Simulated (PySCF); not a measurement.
Correlation energy of Ag (silver, neutral)

[Kr] 4d10 5s1, 2S determinant. Calculation: PySCF 2.14, in x2c-TZVPall (8s6p6d1f, 63 functions); scalar relativity by spin-free X2C-1e. Frozen: [Kr]; 11 electrons correlated.

MP2 pair energies summed by pair of shells (mhartree):

| pair | energy | share (%) |
| --- | --- | --- |
| 4d-4d | -273.70 | 91.6 |
| 4d-5s | -24.96 | 8.4 |

Total MP2 correlation energy: -298.66 mhartree.

Same-spin part -111.08 and opposite-spin part -187.58 mhartree; SCS-MP2 scales them by 1/3 and 6/5 to -262.13 mhartree.
